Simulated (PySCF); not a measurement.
PySCF input for C2H5O2, SMILES O[CH]CO, multiplicity 2, B3LYP-D3(BJ)/def2-SVP. Geometry optimised at B3LYP-D3(BJ)/def2-SVP. The isomer is the one that the SMILES or the coordinates give; other isomers of the formula were not compared. Other conformers were not sampled.

```python
import numpy as np
from pyscf import gto, scf, dft, df
from pyscf.hessian import thermo

mol = gto.M(
    atom='''
    O     1.43655361   -0.01561138   -0.34257032
    C     0.48284354   -0.73849103    0.32489707
    C    -0.90547368   -0.32125152   -0.01851670
    O    -1.11002769    1.06793716    0.13419076
    H     2.31701522   -0.29644446   -0.06412471
    H     0.71577286   -1.78062633    0.57988159
    H    -1.15009915   -0.63871946   -1.06270790
    H    -1.61609710   -0.84626088    0.64067791
    H    -0.34301823    1.50190030   -0.26497278
    ''',
    basis='def2-SVP',
    charge=0,
    spin=1,
    max_memory=1600,
    verbose=3,
)
mf = dft.UKS(mol, xc='b3lyp').density_fit(auxbasis='def2-universal-jkfit')
mf.disp = 'd3bj'
mf.grids.level = 3
mf.conv_tol = 1e-11
mf.max_cycle = 100
mf.kernel()
fine, coarse = mf.grids, dft.Grids(mol).set(level=1).build(with_non0tab=True)
for _ in range(3):  # follow internal instabilities
    mf.grids = coarse
    mo, _, stable, _ = mf.stability(return_status=True, nroots=4)
    mf.grids = fine
    if stable:
        break
    mf.kernel(mf.make_rdm1(mo, mf.mo_occ))

# [left out here: the lines that compute and print the analytic Hessian (its translational invariance restored by hand, since the grid's response is missing), thermochemistry and intensities]
```

Output:

```

WARN: HOMO -0.158604070381962 >= LUMO -0.158604070381961

converged SCF energy = -229.426783044752  <S^2> = 0.75312384  2S+1 = 2.0031214
<class 'pyscf.df.df_jk.DFUKS'> wavefunction is stable in the internal stability analysis

WARN: DFTD3 does not support analytical Hessian, using finite difference


WARN: Mole.unit (angstrom) is changed to Bohr

Mode                                 0                   1                   2
Irrep
Freq [cm^-1]                      123.3419            280.1120            348.8207
Reduced mass [au]                   2.8131              1.5893              1.1930
Force const [Dyne/A]                0.0252              0.0735              0.0855
Char temp [K]                     177.4615            403.0188            501.8754
Normal mode                   x     y     z       x     y     z       x     y     z
       0   O                -0.07  0.10  0.06   -0.09  0.01 -0.06   -0.05  0.03  0.01
       1   C                -0.01 -0.07 -0.05   -0.02  0.01  0.05    0.01  0.02  0.08
       2   C                -0.03 -0.03  0.07    0.00 -0.03 -0.05    0.03 -0.00 -0.02
       3   O                 0.10 -0.00 -0.07    0.09 -0.02  0.01   -0.00 -0.01 -0.03
       4   H                -0.04  0.07 -0.05   -0.06  0.43  0.28   -0.01 -0.43 -0.60
       5   H                 0.01 -0.14 -0.34    0.08  0.10  0.30    0.01 -0.01 -0.04
       6   H                -0.18 -0.13  0.13    0.11  0.04 -0.09    0.20  0.02 -0.06
       7   H                 0.01  0.08  0.20   -0.08 -0.04 -0.14   -0.05 -0.04 -0.13
       8   H                 0.18 -0.12 -0.05    0.28 -0.08  0.31    0.22 -0.01  0.40
Mode                                 3                   4                   5
Irrep
Freq [cm^-1]                      376.5520            482.8967            684.7631
Reduced mass [au]                   1.4419              1.4906              3.0241
Force const [Dyne/A]                0.1205              0.2048              0.8355
Char temp [K]                     541.7745            694.7808            985.2217
Normal mode                   x     y     z       x     y     z       x     y     z
       0   O                 0.07 -0.03 -0.01   -0.04 -0.04 -0.03    0.06 -0.01 -0.03
       1   C                 0.01  0.00 -0.05    0.05 -0.03  0.10   -0.05  0.17  0.06
       2   C                -0.02  0.01  0.05    0.07  0.04  0.02   -0.08 -0.03 -0.03
       3   O                -0.08  0.02 -0.05   -0.04  0.02 -0.02    0.06 -0.07  0.03
       4   H                 0.04  0.08  0.21   -0.00  0.27  0.14   -0.02 -0.13  0.12
       5   H                -0.04 -0.02 -0.09   -0.13 -0.26 -0.60   -0.19  0.01 -0.40
       6   H                -0.14 -0.08  0.11    0.28  0.03 -0.02   -0.09 -0.10 -0.01
       7   H                 0.08  0.01  0.17   -0.03  0.01 -0.11   -0.04 -0.04  0.02
       8   H                 0.31 -0.00  0.67   -0.08  0.08 -0.02    0.07 -0.15 -0.04
Mode                                 6                   7                   8
Irrep
Freq [cm^-1]                      910.4480            989.1904           1082.3317
Reduced mass [au]                   2.2555              1.9413              3.1763
Force const [Dyne/A]                1.1015              1.1192              2.1922
Char temp [K]                    1309.9319           1423.2248           1557.2344
Normal mode                   x     y     z       x     y     z       x     y     z
       0   O                 0.08  0.03 -0.03    0.01  0.02 -0.01    0.03  0.02 -0.01
       1   C                 0.06 -0.07  0.04   -0.07  0.03 -0.09   -0.00 -0.05  0.02
       2   C                -0.15 -0.04  0.04    0.04  0.03  0.15   -0.04  0.16  0.00
       3   O                -0.01  0.05 -0.00    0.01 -0.05 -0.03    0.02 -0.14 -0.01
       4   H                 0.10  0.07 -0.06   -0.12 -0.19  0.19    0.12  0.16 -0.14
       5   H                 0.25 -0.04 -0.02   -0.12  0.07  0.06   -0.09 -0.04  0.12
       6   H                 0.12  0.13 -0.07    0.47  0.16 -0.01   -0.06  0.03  0.03
       7   H                -0.42 -0.02 -0.23   -0.16 -0.16 -0.23   -0.17  0.34  0.00
       8   H                 0.09 -0.19 -0.08    0.03 -0.12 -0.06   -0.10  0.12  0.07
Mode                                 9                  10                  11
Irrep
Freq [cm^-1]                     1161.8607           1206.2350           1284.6707
Reduced mass [au]                   1.0442              1.7895              1.6538
Force const [Dyne/A]                0.8305              1.5341              1.6081
Char temp [K]                    1671.6589           1735.5036           1848.3552
Normal mode                   x     y     z       x     y     z       x     y     z
       0   O                 0.01 -0.02  0.03    0.07  0.07 -0.05    0.03  0.07 -0.06
       1   C                -0.01  0.01 -0.01   -0.09 -0.06  0.03   -0.04 -0.09  0.10
       2   C                -0.01  0.02  0.02    0.03 -0.08 -0.01    0.03  0.04 -0.02
       3   O                -0.01  0.01 -0.00    0.00  0.04  0.02   -0.01 -0.01 -0.01
       4   H                 0.28  0.41 -0.38    0.06  0.04 -0.03   -0.17 -0.29  0.25
       5   H                -0.42 -0.06  0.09   -0.49 -0.12  0.16   -0.02 -0.10  0.06
       6   H                -0.04  0.20 -0.03    0.17 -0.37  0.04   -0.30  0.36 -0.02
       7   H                 0.22 -0.34 -0.02   -0.08  0.13  0.03    0.26 -0.23  0.04
       8   H                 0.15 -0.36 -0.11   -0.06  0.18  0.04    0.06 -0.18 -0.05
Mode                                12                  13                  14
Irrep
Freq [cm^-1]                     1346.0002           1409.3434           1450.6608
Reduced mass [au]                   1.2616              1.3216              1.7721
Force const [Dyne/A]                1.3466              1.5467              2.1972
Char temp [K]                    1936.5946           2027.7314           2087.1778
Normal mode                   x     y     z       x     y     z       x     y     z
       0   O                -0.01  0.00 -0.00    0.03 -0.00 -0.00   -0.04  0.01  0.00
       1   C                 0.01 -0.03 -0.00   -0.11 -0.03  0.02    0.15 -0.00 -0.01
       2   C                -0.03  0.10 -0.06   -0.06  0.03  0.01   -0.10  0.04  0.00
       3   O                -0.03  0.01  0.04    0.04 -0.00 -0.02    0.03 -0.00 -0.01
       4   H                -0.06 -0.10  0.07    0.11  0.14 -0.12   -0.13 -0.17  0.15
       5   H                 0.14  0.01  0.03    0.38  0.06 -0.09   -0.38 -0.10  0.15
       6   H                 0.37 -0.49  0.02    0.21 -0.10 -0.00    0.02 -0.19  0.04
       7   H                 0.22  0.04  0.16    0.32 -0.44  0.07    0.08 -0.38 -0.12
       8   H                 0.19 -0.48 -0.12   -0.15  0.40  0.07   -0.09  0.25  0.05
Mode                                15                  16                  17
Irrep
Freq [cm^-1]                     1468.3823           2866.6663           3076.4077
Reduced mass [au]                   1.1299              1.0729              1.0885
Force const [Dyne/A]                1.4353              5.1949              6.0697
Char temp [K]                    2112.6752           4124.4945           4426.2657
Normal mode                   x     y     z       x     y     z       x     y     z
       0   O                 0.01 -0.00 -0.00    0.00  0.00 -0.00    0.00  0.00  0.00
       1   C                -0.03 -0.00  0.01    0.00 -0.00  0.00   -0.00  0.01 -0.00
       2   C                 0.07  0.05  0.02    0.02  0.02  0.07   -0.05 -0.04  0.05
       3   O                -0.01  0.01  0.01   -0.00  0.00  0.00    0.00 -0.00 -0.00
       4   H                 0.03  0.03 -0.03    0.00 -0.00  0.00   -0.00  0.00 -0.00
       5   H                 0.13  0.04 -0.04    0.00  0.00 -0.00    0.02 -0.09  0.02
       6   H                -0.43 -0.43  0.25   -0.21 -0.25 -0.90   -0.02 -0.02 -0.05
       7   H                -0.22 -0.27 -0.54   -0.04 -0.03  0.07    0.61  0.44 -0.57
       8   H                 0.03 -0.07 -0.02    0.00  0.00 -0.00   -0.01  0.00  0.01
Mode                                18                  19                  20
Irrep
Freq [cm^-1]                     3132.2179           3800.9321           3840.7567
Reduced mass [au]                   1.0903              1.0661              1.0670
Force const [Dyne/A]                6.3026              9.0744              9.2738
Char temp [K]                    4506.5642           5468.6950           5525.9937
Normal mode                   x     y     z       x     y     z       x     y     z
       0   O                 0.00 -0.00  0.00    0.00 -0.00  0.00    0.06 -0.02  0.02
       1   C                -0.02  0.08 -0.02    0.00  0.00 -0.00    0.00 -0.00  0.00
       2   C                 0.01  0.00 -0.00   -0.00 -0.00  0.00   -0.00  0.00 -0.00
       3   O                -0.00 -0.00  0.00   -0.05 -0.03  0.02    0.00  0.00 -0.00
       4   H                -0.00  0.00 -0.01   -0.02  0.01 -0.01   -0.89  0.28 -0.27
       5   H                 0.21 -0.89  0.24   -0.00 -0.00  0.00   -0.01  0.00 -0.00
       6   H                 0.00  0.00  0.00   -0.00  0.00  0.00   -0.00  0.00 -0.00
       7   H                -0.07 -0.04  0.06    0.01  0.01 -0.01   -0.00 -0.00  0.00
       8   H                 0.00 -0.00  0.00    0.76  0.45 -0.39   -0.02 -0.01  0.01
temperature 298.1500 [K]
pressure 101325.00 [Pa]
Rotational constants [GHz] 17.24831 5.73773 4.61381
Symmetry number 1
Zero-point energy (ZPE) 0.07136 [Eh]   187350.695 [J/mol]
                           tot       elec      trans        rot        vib
Entropy [J/mol/K]       301.289      5.763    160.028    100.704     34.794
Cv [J/mol/K]             71.157      0.000     12.472     12.472     46.214
Cp [J/mol/K]             79.472      0.000     20.786     12.472     46.214
Internal energy [J/mol]                      3718.434   3718.434 193601.708
Internal energy [Eh]   -229.35021  -229.42678
Enthalpy [J/mol]                             6197.391   3718.434 193601.708
Enthalpy [Eh]          -229.34927
Gibbs free energy [J/mol]                  -41514.846 -26306.464 183227.818
Gibbs free energy [Eh] -229.38348
mode   freq/cm-1   IR/(km/mol)
   1      123.34         4.044
   2      280.11        72.594
   3      348.82        56.846
   4      376.55       118.050
   5      482.90        21.685
   6      684.76        28.503
   7      910.45        24.552
   8      989.19        24.927
   9     1082.33       103.763
  10     1161.86        52.201
  11     1206.24        44.936
  12     1284.67        92.178
  13     1346.00        10.008
  14     1409.34        54.066
  15     1450.66        17.981
  16     1468.38         2.257
  17     2866.67        97.234
  18     3076.41        22.398
  19     3132.22        35.223
  20     3800.93        35.777
  21     3840.76        85.378
max |gradient| / (hartree/bohr): 4.055148786597586e-05
APT charges: [-0.6165  0.2743  0.5228 -0.6058  0.2994 -0.0119 -0.115  -0.0225  0.2752]
```

The run converged.

Cost: very roughly 90 core-seconds.
